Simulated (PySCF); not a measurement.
## From a log to its input

A PySCF 2.14 run on the atoms Na 0 0 0; Au 0 0 2.8 (angstrom) printed this (some set-up lines and the per-cycle HOMO/LUMO lines with their warnings removed):

```
PySCF version 2.14.0

[INPUT] verbose = 4
[INPUT] num. atoms = 2
[INPUT] num. electrons = 90
[INPUT] charge = 0
[INPUT] spin (= nelec alpha-beta = 2S) = 0
[INPUT] symmetry False subgroup None
[INPUT] Mole.unit = angstrom

nuclear repulsion = 164.233927246243
number of shells = 7
number of NR pGTOs = 217
number of NR cGTOs = 81
basis = x2c-svpall
ecp = {}

******** <class 'pyscf.x2c.sfx2c1e.sfX2C1eUHF'> ********
method = sfX2C1eUHF
initial guess = minao
damping factor = 0
level_shift factor = 0
DIIS = <class 'pyscf.scf.diis.CDIIS'>
diis_start_cycle = 1
diis_space = 8
diis_damp = 0
SCF conv_tol = 1e-09
SCF conv_tol_grad = None
SCF max_cycles = 50
direct_scf = True
direct_scf_tol = 1e-13
number electrons alpha = 45  beta = 45

******** <class 'pyscf.x2c.sfx2c1e.SpinFreeX2CHelper'> ********
approx = 1e
xuncontract = 1
Set gradient conv threshold to 3.16228e-05
init E= -19172.6462511778
cycle= 1 E= -19172.9779878508  delta_E= -0.332  |g|= 0.0571  |ddm|=  0.7
cycle= 2 E= -19172.9803243745  delta_E= -0.00234  |g|= 0.0226  |ddm|= 0.0872
cycle= 3 E= -19172.9806595008  delta_E= -0.000335  |g|= 0.0132  |ddm|= 0.0461
cycle= 4 E= -19172.9807519152  delta_E= -9.24e-05  |g|= 0.00299  |ddm|= 0.0136
cycle= 5 E= -19172.9807744579  delta_E= -2.25e-05  |g|= 0.000838  |ddm|= 0.0131
cycle= 6 E= -19172.980775782  delta_E= -1.32e-06  |g|= 0.000329  |ddm|= 0.00232
cycle= 7 E= -19172.9807763045  delta_E= -5.23e-07  |g|= 0.000174  |ddm|= 0.00197
cycle= 8 E= -19172.9807765042  delta_E= -2e-07  |g|= 0.000122  |ddm|= 0.00113
cycle= 9 E= -19172.9807767479  delta_E= -2.44e-07  |g|= 9.63e-05  |ddm|= 0.00167
cycle= 10 E= -19172.9807770652  delta_E= -3.17e-07  |g|= 5.12e-05  |ddm|= 0.00341
cycle= 11 E= -19172.980777147  delta_E= -8.18e-08  |g|= 1.2e-05  |ddm|= 0.00237
cycle= 12 E= -19172.9807771491  delta_E= -2.09e-09  |g|= 3e-06  |ddm|= 0.000397
cycle= 13 E= -19172.9807771491  delta_E= -4.73e-11  |g|= 7.01e-07  |ddm|= 2.43e-05
Extra cycle  E= -19172.9807771491  delta_E= 3.64e-12  |g|= 3.84e-07  |ddm|= 2.31e-06
converged SCF energy = -19172.9807771491  <S^2> = 3.9790393e-12  2S+1 = 1

******** <class 'pyscf.tdscf.uhf.TDA'> for <class 'pyscf.x2c.sfx2c1e.sfX2C1eUHF'> ********
nstates = 3
deg_eia_thresh = 1.000e-03
wfnsym = None
conv_tol = 1e-05
eigh lindep = 1e-12
eigh level_shift = 0
eigh max_cycle = 100

Excitation energies (eV)
[1.56899711 2.70498638 2.70498638]

** Excitation energies and oscillator strengths **
Excited State   1:      1.56900 eV    790.21 nm  f=0.0000
      45a ->   46a      0.64338
      45a ->   49a     -0.26512
      45b ->   46b     -0.64339
      45b ->   49b      0.26512
Excited State   2:      2.70499 eV    458.35 nm  f=0.0000
      45a ->   47a     -0.62295
      45a ->   51a     -0.31024
      45b ->   47b      0.62296
      45b ->   51b      0.31024
Excited State   3:      2.70499 eV    458.35 nm  f=0.0000
      45a ->   48a      0.62295
      45a ->   52a      0.31024
      45b ->   48b     -0.62296
      45b ->   52b     -0.31024

** Transition electric dipole moments (AU) **
state          X           Y           Z        Dip. S.      Osc.
  1        -0.0000      0.0000      0.0000      0.0000      0.0000
  2         0.0000      0.0000      0.0000      0.0000      0.0000
  3        -0.0000      0.0000     -0.0000      0.0000      0.0000

** Transition velocity dipole moments (imaginary part, AU) **
state          X           Y           Z        Dip. S.      Osc.
  1        -0.0000      0.0000      0.0000      0.0000      0.0000
  2         0.0000      0.0000      0.0000      0.0000      0.0000
  3        -0.0000      0.0000     -0.0000      0.0000      0.0000

** Transition magnetic dipole moments (imaginary part, AU) **
state          X           Y           Z
  1         0.0000      0.0000      0.0000
  2        -0.0000      0.0000     -0.0000
  3        -0.0000     -0.0000      0.0000
Dipole moment(X, Y, Z, Debye):  0.00000,  0.00000, -7.05916
orbital energies (hartree): [array([-0.3858, -0.3858, -0.2225, -0.0029,  0.0675,  0.0675]), array([-0.3858, -0.3858, -0.2225, -0.0029,  0.0675,  0.0675])]
```

Task: Write the input that gave this log.

Result: The input was:

```python
from pyscf import gto, scf, tdscf

mol = gto.M(
    atom='Na 0 0 0; Au 0 0 2.8',
    basis='x2c-svpall',
    charge=0,
    spin=0,
    verbose=4,
)
mf = scf.UHF(mol)
mf = mf.sfx2c1e()
mf.kernel()
td = tdscf.TDA(mf)
td.nstates = 3
td.kernel()
td.analyze()
mf.dip_moment()
print('orbital energies (hartree):', [e[max(0, n-3):n+3].round(4) for e, n in zip(mf.mo_energy, mol.nelec)])
```

The bond length is a typed value, not an optimised one. No search for the lowest solution was made, and open d or f shells often end in a higher one.
